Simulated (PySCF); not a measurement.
Compound: Mo(CH)F3, CHF₃Mo (singlet state).
Structure used (PBE0-D3(BJ)/def2-SVP), in Å, numbered top down from 1:
```xyz
6
CHF3Mo angstrom
Mo     0.0032   -0.0348   -0.5367
C      0.0241    0.0276    1.1612
H      0.0343    0.0656    2.2543
F      1.7872   -0.0672   -1.0059
F     -0.8780    1.5088   -1.0325
F     -0.9077   -1.5960   -0.9097
```

Level of theory: PySCF 2.14.0, density-fitted response routines, TDDFT wB97X-D/def2-SVPD, vertical, gas phase, core orbitals frozen in the response, def2 core potentials past Kr. Spin–orbit coupling is left out.

Ground-to-excited transition dipoles (e·a0, same axes as the geometry; the sign carries no meaning), for the states with f of 0.002 or more among the lowest 7:

| state | E (eV) | μx | μy | μz |
| --- | --- | --- | --- | --- |
| S4 | 3.953 | 0.009 | -0.009 | -0.287 |
| S6 | 5.436 | -0.114 | -0.406 | 0.013 |
| S7 | 5.440 | -0.400 | 0.112 | -0.002 |

Problem. Work out the oscillator strengths.

Solution. f = (2/3) ΔE |μ|² with ΔE in hartree (27.2114 eV).

```
state  |μ|² (au)  |μ| (D)      f
   S4      0.083     0.73  0.008
   S6      0.178     1.07  0.024
   S7      0.172     1.05  0.023
```

Problem. What is the point group, and which symmetry does each of these states have?

Solution. C3v. Polarised along the main axis, so A1: S4. Polarised across the main axis, so E: S6 and S7.

Problem. What peak molar absorption coefficient would the strongest computed level give as a lone Gaussian band 0.3 eV wide at half height?

Solution. ε(max) = 2.175×10⁸ f / FWHM, with the width in cm⁻¹. S6/S7 (f summed): 2.175×10⁸ × 0.0467 / 2420 ≈ 4200 L mol⁻¹ cm⁻¹.

S6/S7 coincide within about 0.01 eV; within a degenerate level the directions of the single components are arbitrary.

The vertical ionisation energy (ΔSCF) is 10.79 eV, 5.35 eV above S7.
